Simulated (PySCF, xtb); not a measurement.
C2H4BN3, SMILES NB1N=CC=N1.

GFN2-xTB (xtb) at its own geometry gives an orbital gap of 1.48 eV and a dipole moment of 1.09 D.

Coordinates come from a B3LYP-D3(BJ)/def2-SVP optimisation. This is a generated structure with no PubChem entry under its InChIKey; it may be hypothetical. One conformer was computed; it need not be the lowest.

Task: What does PySCF with HF/def2-TZVP give? (The exact figures need the calculation; the answer reports its results.)

Result: gap 12.28 eV (levels -10.94 and 1.34 eV), dipole 0.51 D.
